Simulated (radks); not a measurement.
Spin polarisation of the 4f7 shell in Eu. Start: [Xe] 4f(up 3.5, down 3.5) 6s2; electrons of 4f are moved from spin down to spin up, other shells keep equal spins. All-electron calculation, scalar-relativistic Kohn-Sham, r2SCAN, spin-polarised, spherical densities, finite nucleus; meta-GGA in the generalised Kohn-Sham scheme; Fermi nuclear charge, rms radius of each element as measured or else 0.836 A^(1/3) + 0.57 fm. Program: a radial shooting solver on a logarithmic mesh with Libxc functionals.

moment (Bohr magnetons)  E - E(0) (eV)  e(4f up) (eV)  e(4f down) (eV)  6s down minus up (eV)  5p down minus up (eV)  5s down minus up (eV)
0                                0.000         -2.524           -2.524                 0.000                  0.000                  0.000
1                               -0.235         -2.974           -2.033                  0.047                  0.366                  0.531
2                               -0.941         -3.382           -1.503                  0.095                  0.734                  1.062
3                               -2.115         -3.745           -0.932                  0.144                  1.105                  1.596
4                               -3.754         -4.058           -0.320                  0.194                  1.482                  2.132

At moment 4 the spin-polarisation energy is -3.754 eV and the 4f exchange splitting 3.738 eV, that is 0.935 eV per Bohr magneton; E = -I m^2/4 would give I = 0.939 eV.
